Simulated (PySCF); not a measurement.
Electron correlation in Sb⁻ (antimony, charge -1)

[Kr] 4d10 5s2 5p4, high-spin 3P determinant. Computed with PySCF 2.14 in aug-cc-pwCVDZ-PP with ECP28MDF (6s5p4d1f, 48 functions), with a scalar-relativistic core potential. Frozen: 4s2 4p6 4d10; 6 electrons correlated.

| level | correlation energy (mhartree) |
| --- | --- |
| CCSD | -85.19 |
| (T) | -2.62 |
| CCSD(T) | -87.81 |
| CCSDT | -88.40 |

Diagnostics: T1 = 0.013, D1 = 0.0289, largest double amplitude 0.056.

Cost of the coupled-cluster step: of the order of 1.2 core-seconds, for 6 correlated electrons.

Iterations:

```
CC2 = 0
CCSD nocc = (np.int64(4), np.int64(2)), nmo = (39, 39)
frozen orbitals [[0, 1, 2, 3, 4, 5, 6, 7, 8], [0, 1, 2, 3, 4, 5, 6, 7, 8]]
max_cycle = 100
direct = 0
conv_tol = 1e-08
conv_tol_normt = 1e-06
diis_space = 8
diis_start_cycle = 0
Init t2, MP2 energy = -0.0702529297938272
Init E_corr(UCCSD) = -0.0702529297981731
cycle = 1  E_corr(UCCSD) = -0.0813488022612458  dE = -0.0110958725  norm(t1,t2) = 0.0503016
cycle = 2  E_corr(UCCSD) = -0.0838416965869781  dE = -0.00249289433  norm(t1,t2) = 0.0191735
cycle = 3  E_corr(UCCSD) = -0.0852266174348909  dE = -0.00138492085  norm(t1,t2) = 0.0097046
cycle = 4  E_corr(UCCSD) = -0.0851609151714572  dE = 6.57022634e-05  norm(t1,t2) = 0.0030812
cycle = 5  E_corr(UCCSD) = -0.0851766471406969  dE = -1.57319692e-05  norm(t1,t2) = 0.00144723
cycle = 6  E_corr(UCCSD) = -0.0851835894599584  dE = -6.94231926e-06  norm(t1,t2) = 0.000518037
cycle = 7  E_corr(UCCSD) = -0.0851864512684461  dE = -2.86180849e-06  norm(t1,t2) = 0.000203712
cycle = 8  E_corr(UCCSD) = -0.0851870985550041  dE = -6.47286558e-07  norm(t1,t2) = 6.23307e-05
cycle = 9  E_corr(UCCSD) = -0.0851866593522294  dE = 4.39202775e-07  norm(t1,t2) = 1.45533e-05
cycle = 10  E_corr(UCCSD) = -0.0851867643654175  dE = -1.05013188e-07  norm(t1,t2) = 4.15e-06
cycle = 11  E_corr(UCCSD) = -0.0851867869439609  dE = -2.25785434e-08  norm(t1,t2) = 1.23454e-06
cycle = 12  E_corr(UCCSD) = -0.0851867564606735  dE = 3.04832874e-08  norm(t1,t2) = 3.75753e-07
cycle = 13  E_corr(UCCSD) = -0.085186754777179  dE = 1.68349454e-09  norm(t1,t2) = 1.11975e-07
UCCSD converged
E(UCCSD) = -239.3549310977167  E_corr = -0.08518675477717898
UCCSD(T) correction = -0.00261967165193345
```
